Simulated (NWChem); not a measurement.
# NbOF3; SMILES [O]=[Nb]([F])([F])[F]

```xyz
5

Nb     0.0000     0.0000     0.0310
O      0.0000     0.0000     1.7097
F      1.0153     1.4490    -0.5314
F     -1.7625     0.1548    -0.5314
F      0.7472    -1.6038    -0.5314
```
Atoms are numbered in this order, from 1.

Level: PBE0/def2-SVP with def2 effective core potentials on Nb (NWChem), optimised geometry, unscaled harmonic frequencies. def2 effective core potentials on Nb; no spin-orbit coupling.

| frequency (cm⁻¹) | IR intensity (km/mol) |
|---|---|
| 168 | 12.1 |
| 168 | 12.1 |
| 204 | 18.9 |
| 266 | 13.4 |
| 266 | 13.4 |
| 711 | 56.5 |
| 741 | 180.6 |
| 741 | 180.6 |
| 1081 | 178.6 |

- zero-point energy: 6.2 kcal/mol
- thermal correction to the enthalpy at 298.15 K (with zero-point energy): 10.5 kcal/mol
- heat capacity Cv: 17.6 cal/(mol K)
- entropy at 298.15 K and 1 atm (symmetry number 3): 76.9 cal/(mol K)

Rigid rotor and harmonic oscillator.
